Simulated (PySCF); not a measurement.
Checking a proposed structure

A compound C₄H₁₁NO₃Si₂ gives the data below (simulated from a calculation) and was assigned the structure `CN[SiH2]OC(=O)/C=C/O[SiH3]`.

$^{13}$C{$^{1}$H} NMR (computed): δ 161.1 (C), 160.9 (C), 81.1 (CH2), 56.8 (CH3).

$^{1}$H NMR (400 MHz, computed): δ 4.66 (s, 6H), 4.16 (m, 1H), 4.07 (m, 1H), 4.00 (s, 3H).

PySCF 2.14.0 with density-fitted response routines calculation with coordinates at the GFN2-xTB level and PBE0/pcSseg-1 with gauge-including orbitals; single conformer, relativity neglected, one averaged value for each set of equivalent atoms, isolated molecule.

Chemical shifts δ = σref − σ; TMS for $^{1}$H, $^{13}$C, all at this level.

**Question.** Compare with the shifts computed for the proposed structure, pairing carbons in order of shift.

**Answer.** Atoms are numbered as in `[CH3:1][NH:2][SiH2:3][O:4][C:5](=[O:6])/[CH:7]=[CH:8]/[O:9][SiH3:10]`; H(Xn) means a hydrogen on atom n.

```tsv
atom	computed for proposal	given list	difference
C5	173.1	161.1	+12.0
C8	170.2	160.9	+9.3
C7	105.9	81.1	+24.8
C1	29.1	56.8	-27.7
```

The rms difference is 20.1 ppm and the largest -27.7 ppm at C1 (methyl carbon bonded to N). The carbon types in order of shift don't match either: C, CH, CH, CH3 for the proposal against C, C, CH2, CH3 in the data. The proposal doesn't fit.

**Question.** Which isomer fits?

**Answer.** `C=C(OC(=O)OC)N([SiH3])[SiH3]`.

- Carbon types of the structure: 2 × C, 1 × CH2, 1 × CH3, leaving 6 H on heteroatoms.
- δC 161.1: alkene carbon bearing oxygen; an sp2 carbon further deshielded by the attached heteroatom.
- δC 160.9: carbonate carbon; lone-pair donation from the attached heteroatom keeps it upfield of a ketone carbonyl.
- δC 81.1: β carbon of an enol-ether or enamine type C=C; the O or N lone pair pushes π density onto this β carbon and shields it.
- δH 4.00: hydrogen on a methyl carbon bonded to O; its carbon carries O, hence the downfield position.

Other isomers checked: NC(=O)CCOC(=O)[SiH2][SiH3] (rms 20.1 ppm).

The data come from this structure; uniqueness wasn't tested.

Shifts are as computed. Against solution values, carbons near 30 ppm lie about +3 ppm off and those near 130 ppm about +5 ppm. Of 1309 compounds with measured shifts, 239 miss one by over three times the rms of a fit or turn the order of signals round; such compounds aren't used in these exercises. No couplings were computed; multiplicities are counted from neighbouring protons, with m where these are inequivalent, close in shift, in a saturated or five-membered ring or joined by F or P, and br s for small geminal =CH2 splittings.
